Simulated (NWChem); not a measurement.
# Ionisation of FOS

SMILES: O=[S]F
```xyz
3

O      0.4856    -1.2339     0.0000
S     -0.4610    -0.1064     0.0000
F      0.3879     1.2859     0.0000
```
Charge 0, spin multiplicity 2.

The numbers come from NWChem runs, not from measurements. All single points use one geometry, from UPBE0/def2-SVP, a minimum by its harmonic frequencies.

Basis set: def2-TZVP. The species with one electron less has spin multiplicity 1 and keeps the geometry of the parent. Δ marks differences of total energies (open shells unrestricted). −ε marks an orbital energy of the parent. That orbital need not have the symmetry of the hole or added electron in the Δ rows. That singlet is a closed-shell solution.

B3LYP has NWChem's definition, with VWN1-RPA local correlation. The structure started from a generated list of species. The unpaired electrons of the parent sit in orbitals of symmetry a" (Cs labels of the run); other states weren't searched. No SCF solution was tested for a lower state.

Problem. For the first vertical ionisation energy, −ε(alpha HOMO) of B3LYP gives 7.11 eV and −ε(alpha HOMO) of TPSS gives 5.94 eV. What do −ε(alpha HOMO) of PBE, −ε(alpha HOMO) of r2SCAN, ΔB3LYP give?

Solution. −ε(alpha HOMO) of PBE: 5.74 eV; −ε(alpha HOMO) of r2SCAN: 6.19 eV; ΔB3LYP: 10.32 eV.
